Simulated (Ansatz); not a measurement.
Steps of a relaxation of C4H13ClMoO5, SMILES `C[O][Mo]([OH])([Cl])([O]C)([O]C)[O]C` with RKS PBE0-D4/def2-TZVP.

```sh
$ ansatz run in.yaml --threads 11 --pin off --events-out ev --progress --plain --max-ram 174080MiB --backend cuda --devices 0, --max-vram 75GiB
```

```yaml
crystal:
  periodic: [false, false, false]
  atoms:
    - {symbol: C, position_ang: [0.488728, -2.870071, 0.897335]}
    - {symbol: O, position_ang: [0.920429, -1.537141, 0.895463]}
    - {symbol: Mo, position_ang: [0.045869, -0.019521, 0.207645]}
    - {symbol: O, position_ang: [-0.522019, -0.984707, -1.369769]}
    - {symbol: Cl, position_ang: [-1.257222, 1.887986, -0.621963]}
    - {symbol: O, position_ang: [-1.575460, -0.618766, 0.948794]}
    - {symbol: C, position_ang: [-2.884975, -0.716171, 0.470323]}
    - {symbol: O, position_ang: [0.637159, 1.150405, 1.545850]}
    - {symbol: C, position_ang: [1.168793, 2.438943, 1.584180]}
    - {symbol: O, position_ang: [1.446820, 0.672571, -0.886039]}
    - {symbol: C, position_ang: [1.554050, 1.122028, -2.196427]}
    - {symbol: H, position_ang: [1.251257, -3.510584, 1.387450]}
    - {symbol: H, position_ang: [0.320541, -3.216310, -0.148872]}
    - {symbol: H, position_ang: [-0.477135, -2.954069, 1.448322]}
    - {symbol: H, position_ang: [-0.219225, -0.723576, -2.259600]}
    - {symbol: H, position_ang: [-3.273353, 0.302919, 0.243256]}
    - {symbol: H, position_ang: [-2.893528, -1.314069, -0.469982]}
    - {symbol: H, position_ang: [-3.523983, -1.205671, 1.235062]}
    - {symbol: H, position_ang: [2.033649, 2.509487, 0.884207]}
    - {symbol: H, position_ang: [1.501154, 2.678854, 2.616074]}
    - {symbol: H, position_ang: [0.390372, 3.166199, 1.257371]}
    - {symbol: H, position_ang: [1.345451, 0.304581, -2.933100]}
    - {symbol: H, position_ang: [2.587236, 1.483736, -2.387720]}
    - {symbol: H, position_ang: [0.830092, 1.952447, -2.374561]}
basis:
  gaussian: {orbitals: def2-TZVP}
hamiltonian: {xc: pbe0, dispersion: d4}
relax: {f_tol: 0.005, max_steps: 150}
```

Positions (Å) and forces (eV/Å) along the path, 7 of 21 steps:

```xyz
24
step=1 energy=-28963.9905 eV
C     0.489   -2.870    0.897   -0.208   -0.317   -0.051
O     0.920   -1.537    0.895   -0.407    0.381   -0.262
Mo    0.046   -0.020    0.208    0.187   -0.227    0.269
O    -0.522   -0.985   -1.370    0.402    0.530   -0.183
Cl   -1.257    1.888   -0.622    0.159   -0.277    0.095
O    -1.575   -0.619    0.949    0.462    0.263   -0.439
C    -2.885   -0.716    0.470   -0.290    0.051   -0.224
O     0.637    1.150    1.546   -0.178   -0.303   -0.608
C     1.169    2.439    1.584    0.104    0.343   -0.096
O     1.447    0.673   -0.886   -0.532   -0.178    0.133
C     1.554    1.122   -2.196   -0.073    0.105   -0.351
H     1.251   -3.511    1.387   -0.360    0.390   -0.247
H     0.321   -3.216   -0.149    0.107    0.202    0.528
H    -0.477   -2.954    1.448    0.504    0.072   -0.265
H    -0.219   -0.724   -2.260   -0.251   -0.167    0.718
H    -3.273    0.303    0.243    0.204   -0.542    0.142
H    -2.894   -1.314   -0.470    0.028    0.303    0.492
H    -3.524   -1.206    1.235    0.380    0.247   -0.357
H     2.034    2.509    0.884   -0.446   -0.068    0.364
H     1.501    2.679    2.616   -0.189   -0.182   -0.519
H     0.390    3.166    1.257    0.397   -0.392    0.191
H     1.345    0.305   -2.933    0.128    0.406    0.399
H     2.587    1.484   -2.388   -0.517   -0.196    0.165
H     0.830    1.952   -2.375    0.389   -0.444    0.105
24
step=2 energy=-28964.1205 eV
C     0.487   -2.841    0.890   -0.040   -0.194    0.010
O     0.921   -1.514    0.891   -0.075   -0.034   -0.056
Mo    0.050   -0.022    0.212    0.157   -0.155    0.275
O    -0.523   -0.961   -1.352    0.137    0.047   -0.333
Cl   -1.247    1.833   -0.622   -0.102    0.257   -0.070
O    -1.552   -0.607    0.938   -0.038    0.011   -0.075
C    -2.855   -0.702    0.455   -0.149   -0.038   -0.008
O     0.627    1.131    1.533   -0.014    0.080   -0.109
C     1.156    2.415    1.569    0.052    0.168    0.029
O     1.429    0.661   -0.871   -0.073   -0.004   -0.085
C     1.538    1.099   -2.180    0.054    0.050   -0.164
H     1.246   -3.470    1.372   -0.114    0.095   -0.074
H     0.320   -3.180   -0.144    0.033    0.060    0.167
H    -0.465   -2.922    1.441    0.157    0.022   -0.084
H    -0.263   -0.663   -2.232   -0.123   -0.111    0.244
H    -3.246    0.306    0.247    0.074   -0.176    0.047
H    -2.858   -1.283   -0.480    0.019    0.102    0.149
H    -3.479   -1.200    1.209    0.099    0.072   -0.111
H     2.007    2.486    0.872   -0.141   -0.026    0.110
H     1.492    2.641    2.590   -0.051   -0.040   -0.153
H     0.383    3.136    1.260    0.130   -0.124    0.064
H     1.363    0.278   -2.902    0.043    0.128    0.155
H     2.555    1.476   -2.353   -0.164   -0.052    0.030
H     0.808    1.903   -2.372    0.129   -0.137    0.042
24
step=5 energy=-28964.1427 eV
C     0.486   -2.850    0.881   -0.010   -0.001    0.000
O     0.916   -1.521    0.868    0.004    0.009   -0.020
Mo    0.055   -0.019    0.210   -0.015    0.032   -0.014
O    -0.530   -0.943   -1.362    0.035    0.009    0.001
Cl   -1.250    1.875   -0.642    0.040   -0.028    0.011
O    -1.548   -0.590    0.936    0.017    0.006    0.037
C    -2.854   -0.705    0.471    0.013    0.018   -0.009
O     0.618    1.146    1.520   -0.038   -0.035   -0.021
C     1.141    2.432    1.575   -0.010    0.018   -0.006
O     1.431    0.662   -0.869   -0.008   -0.010    0.057
C     1.572    1.067   -2.185   -0.005   -0.029   -0.032
H     1.251   -3.470    1.352    0.013   -0.006    0.004
H     0.309   -3.189   -0.146   -0.001   -0.012   -0.011
H    -0.451   -2.928    1.443   -0.011   -0.006    0.007
H    -0.356   -0.601   -2.241   -0.029   -0.001   -0.007
H    -3.274    0.294    0.317   -0.008    0.003    0.000
H    -2.849   -1.237   -0.487   -0.008   -0.009   -0.010
H    -3.447   -1.254    1.205   -0.004   -0.013    0.008
H     1.965    2.519    0.859    0.017    0.009   -0.009
H     1.502    2.629    2.586    0.006    0.000    0.016
H     0.359    3.150    1.308   -0.005    0.016    0.004
H     1.456    0.220   -2.875   -0.001   -0.008    0.000
H     2.573    1.481   -2.331    0.010    0.014    0.007
H     0.822    1.832   -2.420   -0.004    0.023   -0.014
24
step=6 energy=-28964.1442 eV
C     0.487   -2.845    0.870   -0.001    0.003    0.000
O     0.910   -1.513    0.866    0.007   -0.014   -0.018
Mo    0.050   -0.010    0.212   -0.012    0.034    0.029
O    -0.532   -0.936   -1.361    0.015   -0.006    0.093
Cl   -1.252    1.883   -0.640    0.028   -0.034   -0.014
O    -1.552   -0.580    0.943    0.023    0.001    0.003
C    -2.857   -0.712    0.476    0.020    0.014    0.001
O     0.610    1.155    1.522   -0.023   -0.029   -0.028
C     1.139    2.439    1.577   -0.007    0.006   -0.004
O     1.431    0.669   -0.863   -0.020   -0.009    0.036
C     1.584    1.051   -2.185   -0.004   -0.015    0.002
H     1.255   -3.463    1.338    0.009   -0.006    0.002
H     0.313   -3.179   -0.159   -0.002   -0.010   -0.006
H    -0.450   -2.932    1.432   -0.012   -0.002    0.006
H    -0.385   -0.580   -2.237   -0.016    0.033   -0.097
H    -3.294    0.280    0.328    0.000    0.018   -0.002
H    -2.844   -1.240   -0.485   -0.001   -0.008   -0.010
H    -3.441   -1.275    1.207   -0.014   -0.017    0.012
H     1.958    2.525    0.855    0.018    0.007   -0.009
H     1.509    2.630    2.587    0.005    0.003    0.017
H     0.359    3.161    1.319   -0.014    0.016    0.003
H     1.464    0.194   -2.861    0.011   -0.014   -0.002
H     2.588    1.457   -2.329    0.012    0.000   -0.006
H     0.844    1.819   -2.438   -0.021    0.028   -0.007
24
step=7 energy=-28964.1478 eV
C     0.490   -2.844    0.849    0.009    0.014    0.007
O     0.908   -1.511    0.848   -0.004   -0.051   -0.019
Mo    0.051    0.002    0.215    0.023    0.000   -0.005
O    -0.532   -0.916   -1.363    0.045    0.176   -0.323
Cl   -1.244    1.887   -0.656   -0.013   -0.020   -0.019
O    -1.550   -0.566    0.955   -0.029    0.009   -0.002
C    -2.852   -0.717    0.488   -0.004    0.005    0.019
O     0.600    1.170    1.524   -0.009    0.010   -0.015
C     1.120    2.458    1.585    0.002    0.010   -0.007
O     1.438    0.683   -0.848    0.012    0.019   -0.073
C     1.616    1.010   -2.185   -0.026   -0.017    0.060
H     1.268   -3.461    1.305   -0.008    0.002   -0.008
H     0.307   -3.173   -0.180   -0.001   -0.004    0.013
H    -0.440   -2.940    1.422    0.002    0.005   -0.006
H    -0.496   -0.501   -2.235   -0.040   -0.144    0.327
H    -3.321    0.267    0.378    0.031   -0.028    0.000
H    -2.830   -1.212   -0.491    0.002    0.012    0.025
H    -3.418   -1.322    1.203    0.011    0.019   -0.029
H     1.920    2.562    0.842   -0.014    0.000    0.019
H     1.517    2.634    2.588   -0.009    0.004   -0.016
H     0.329    3.181    1.361    0.010   -0.014    0.009
H     1.507    0.124   -2.825    0.007    0.028    0.030
H     2.623    1.413   -2.323    0.002   -0.015   -0.011
H     0.884    1.772   -2.484    0.000   -0.023    0.025
24
step=20 energy=-28964.1805 eV
C     0.473   -2.869    0.808   -0.001   -0.001    0.000
O     0.953   -1.560    0.703    0.002   -0.001    0.001
Mo    0.119   -0.002    0.174    0.000    0.003    0.000
O    -0.463   -0.856   -1.442   -0.003    0.000    0.000
Cl   -1.213    1.855   -0.730    0.000    0.001    0.001
O    -1.478   -0.550    0.957    0.000   -0.002    0.001
C    -2.784   -0.737    0.527   -0.001   -0.001   -0.001
O     0.599    1.173    1.504    0.000    0.001    0.000
C     1.024    2.495    1.601    0.000    0.000    0.001
O     1.521    0.707   -0.840    0.002    0.002   -0.004
C     1.716    0.976   -2.187    0.000    0.000    0.001
H     1.238   -3.490    1.279    0.000    0.000    0.000
H     0.247   -3.256   -0.191    0.000    0.000    0.000
H    -0.441   -2.882    1.412    0.000    0.000    0.000
H    -0.944   -0.316   -2.076    0.001    0.000    0.001
H    -3.247    0.235    0.325    0.001    0.000    0.000
H    -2.788   -1.331   -0.395    0.001    0.000    0.000
H    -3.350   -1.260    1.302    0.000    0.000    0.000
H     1.820    2.676    0.870    0.000    0.000    0.001
H     1.397    2.671    2.613   -0.001    0.000    0.000
H     0.186    3.165    1.390    0.000   -0.001    0.000
H     1.409    0.117   -2.794    0.000    0.000   -0.001
H     2.775    1.184   -2.359    0.000   -0.001    0.000
H     1.124    1.853   -2.476    0.001    0.000    0.000
24
step=21 energy=-28964.1806 eV
C     0.473   -2.868    0.808    0.001    0.001    0.000
O     0.954   -1.560    0.702    0.000   -0.001    0.000
Mo    0.120   -0.001    0.173   -0.003    0.003   -0.001
O    -0.464   -0.854   -1.443   -0.001   -0.003   -0.001
Cl   -1.212    1.857   -0.729    0.000   -0.002    0.001
O    -1.476   -0.550    0.957    0.001    0.001   -0.001
C    -2.783   -0.737    0.527    0.001    0.000    0.000
O     0.600    1.173    1.503    0.002    0.001    0.000
C     1.023    2.495    1.603    0.000   -0.001    0.000
O     1.521    0.707   -0.842    0.001    0.000    0.000
C     1.716    0.975   -2.189   -0.001   -0.001    0.004
H     1.238   -3.490    1.278    0.000    0.000    0.000
H     0.245   -3.255   -0.191    0.000    0.000    0.000
H    -0.441   -2.880    1.413    0.000    0.000    0.000
H    -0.946   -0.315   -2.076    0.000    0.002    0.001
H    -3.244    0.234    0.321    0.000    0.000    0.000
H    -2.786   -1.336   -0.393    0.000    0.000    0.000
H    -3.349   -1.257    1.304    0.000    0.000    0.000
H     1.821    2.678    0.875    0.000    0.001    0.000
H     1.392    2.672    2.617    0.000    0.000    0.000
H     0.184    3.164    1.390    0.000    0.000    0.000
H     1.405    0.117   -2.796    0.000   -0.001   -0.001
H     2.776    1.179   -2.363    0.000    0.000   -0.001
H     1.128    1.854   -2.478    0.000    0.001   -0.001
```

It took 34 s on 11 threads of an AMD EPYC 7R13 on a shared host and a whole NVIDIA H100 80 GB, with 1.2 GiB of host memory at the peak.
